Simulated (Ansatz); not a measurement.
Calculated with Ansatz (gas phase, PBE0-D4/def2-TZVP geometries, no zero-point term in ΔE). CCSD(T)/CBS is the MP2 limit (def2-TZVPP, def2-QZVPP) plus CCSD(T) − MP2 in def2-TZVPP, frozen cores. This one scheme is used for every species. DFT in def2-TZVPP. Each species was taken in one conformer, which may not be the lowest.

Reaction (formal hydrolysis of a B–O bond): `NB(Cl)OC=S` + H₂O → `NB(O)Cl` + `OC=S`

| level | ΔE (kcal/mol) | difference from CCSD(T)/CBS |
| --- | --- | --- |
| LDA (SPW92) | -4.9 | -2.1 |
| BLYP-D4 | -4.0 | -1.2 |
| CAM-B3LYP-D4 | -4.1 | -1.3 |
| ωB97X-V | -4.5 | -1.7 |
| B2PLYP | -4.4 | -1.6 |
| PBE | -5.8 | -3.0 |
| r2SCAN | -5.3 | -2.5 |
| HF/def2-TZVPP | -5.2 | -2.4 |
| MP2/def2-TZVPP | -2.9 | -0.1 |
| MP2/def2-QZVPP | -2.6 | 0.2 |
| CCSD(T)/CBS | -2.8 | 0 |

Largest T1 diagnostic among the species: 0.018.

Leaving LDA and LC-ωPBE aside and taking each functional with its dispersion term where it has one, the values, not all of them listed here, spread over 1.4 kcal/mol, from r2SCAN-D4 to BHLYP-D4. LDA lies +0.9 kcal/mol from PBE without D4. At CCSD(T), def2-SVP lies −2.0 kcal/mol from the extrapolated value and def2-TZVPP −0.4 kcal/mol.
